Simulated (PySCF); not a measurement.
C3H9NSi, SMILES C[SiH2]/C=N/C.

The structure is a stationary point at r2SCAN-D4/def2-SVP. The structure was generated by enumeration; whether it is a known compound was not checked. Other conformers were not sampled.

The numbers are results of r2SCAN-D4/def2-SVP (PySCF), not measurements.

Frequencies are harmonic and unscaled.

Problem. Estimate the vibrational spectrum. (Estimate from the structure and the level; the computed values follow.)

Solution. 
| mode | ν (cm⁻¹) | IR (km/mol) | Raman (Å⁴/amu) | depolarisation | moving atoms (share of kinetic energy) |
|---|---|---|---|---|---|
| 1 | 55 | 2.9 | 1.6 | 0.75 | H 65 %, C 20 %, N 12 % |
| 2 | 123 | 2.2 | 1.2 | 0.73 | C 60 %, H 28 %, N 9 % |
| 3 | 134 | 0.7 | 0.3 | 0.75 | H 87 % |
| 4 | 193 | 4.6 | 1.2 | 0.75 | H 37 %, N 31 %, C 29 % |
| 5 | 228 | 5.8 | 0.5 | 0.75 | H 77 %, C 15 %, N 8 % |
| 6 | 298 | 10.0 | 0.6 | 0.38 | C 39 %, H 26 %, N 21 %, Si 14 % |
| 7 | 418 | 4.6 | 6.7 | 0.17 | Si 37 %, C 26 %, H 19 %, N 19 % |
| 8 | 477 | 10.4 | 0.6 | 0.75 | H 88 %, Si 10 % |
| 9 | 648 | 16.1 | 15.8 | 0.75 | H 91 % |
| 10 | 679 | 28.1 | 7.5 | 0.75 | H 74 %, C 17 % |
| 11 | 695 | 10.2 | 10.9 | 0.22 | C 55 %, H 24 %, Si 19 % |
| 12 | 795 | 10.1 | 3.7 | 0.55 | H 44 %, C 42 %, Si 12 % |
| 13 | 873 | 39.8 | 8.6 | 0.75 | H 76 %, C 18 % |
| 14 | 903 | 247.6 | 8.3 | 0.72 | H 70 %, Si 19 %, C 11 % |
| 15 | 924 | 13.4 | 0.7 | 0.75 | H 74 %, C 24 % |
| 16 | 950 | 85.6 | 25.9 | 0.71 | H 96 % |
| 17 | 1016 | 22.4 | 0.2 | 0.75 | C 48 %, N 34 %, H 17 % |
| 18 | 1122 | 0.3 | 0.2 | 0.75 | H 66 %, C 22 %, N 12 % |
| 19 | 1140 | 1.0 | 1.5 | 0.69 | H 65 %, C 23 %, N 12 % |
| 20 | 1254 | 22.4 | 1.0 | 0.15 | H 78 %, C 21 % |
| 21 | 1327 | 28.2 | 9.3 | 0.46 | H 73 %, C 17 %, N 10 % |
| 22 | 1398 | 0.8 | 39.8 | 0.48 | H 85 %, C 15 % |
| 23 | 1422 | 5.6 | 13.0 | 0.75 | H 96 % |
| 24 | 1426 | 4.3 | 8.7 | 0.75 | H 96 % |
| 25 | 1445 | 5.8 | 22.7 | 0.75 | H 97 % |
| 26 | 1458 | 29.0 | 23.0 | 0.71 | H 94 % |
| 27 | 1703 | 8.7 | 20.8 | 0.36 | C 50 %, N 47 % |
| 28 | 2193 | 137.2 | 110.6 | 0.75 | H 96 % |
| 29 | 2198 | 120.0 | 224.4 | 0.08 | H 98 % |
| 30 | 2887 | 81.3 | 132.2 | 0.35 | H 92 % |
| 31 | 2958 | 78.4 | 201.3 | 0.05 | H 96 % |
| 32 | 3045 | 2.7 | 131.6 | 0.01 | H 97 % |
| 33 | 3082 | 20.4 | 157.9 | 0.33 | H 92 %, C 8 % |
| 34 | 3107 | 9.9 | 128.4 | 0.75 | H 91 %, C 9 % |
| 35 | 3155 | 1.5 | 60.6 | 0.75 | H 91 %, C 9 % |
| 36 | 3156 | 2.9 | 94.4 | 0.73 | H 91 %, C 9 % |
